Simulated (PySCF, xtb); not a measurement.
Si(H)2(Br)(OEt) (C2H7BrOSi), SMILES CCO[SiH2]Br. One conformer was computed; it need not be the lowest.

Harmonic wavenumbers (cm⁻¹) from GFN2-xTB in xtb at its own minimum, in rising order: 28, 70, 127, 200, 253, 366, 423, 534, 607, 739, 765, 797, 832, 1016, 1098, 1145, 1170, 1271, 1353, 1403, 1475, 1482, 1491, 2325, 2433, 2902, 2923, 3045, 3048, 3051.

**Question.** What does PBE0-D3(BJ)/def2-SVP (PySCF 2.14.0) give at its own minimum? (An estimate is asked for; the answer gives what the named calculation found.)

**Answer.** 32, 73, 148, 228, 278, 390, 433, 608, 728, 781, 813, 887, 941, 995, 1125, 1172, 1182, 1310, 1377, 1426, 1452, 1475, 1499, 2248, 2301, 3020, 3065, 3074, 3167, 3169. Paired by order, the mean absolute difference is 52 cm⁻¹ and the zero-point energies are 54.9 and 56.3 kcal/mol.
